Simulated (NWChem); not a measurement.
Molecule: GaNH4O; SMILES [NH2][GaH][OH]

```xyz
7

Ga    -0.3328    -0.0211    -0.0001
H     -1.8806    -0.0948     0.0005
O      0.5749    -1.5608    -0.0001
H      1.5327    -1.4744     0.0017
N      0.6099     1.5252    -0.0004
H      1.6198     1.5941     0.0006
H      0.1754     2.4395     0.0030
```
Atoms are numbered in this order, from 1.

Results from NWChem. All runs use the structure optimised with PBE0/def2-SVP.

Order these by “orbital gap (eV)”, lowest first: Hartree-Fock/def2-TZVPP; Hartree-Fock/def2-SVP; Hartree-Fock/def2-SVPD.

Hartree-Fock/def2-SVPD (12.50), Hartree-Fock/def2-TZVPP (13.50), Hartree-Fock/def2-SVP (13.73)
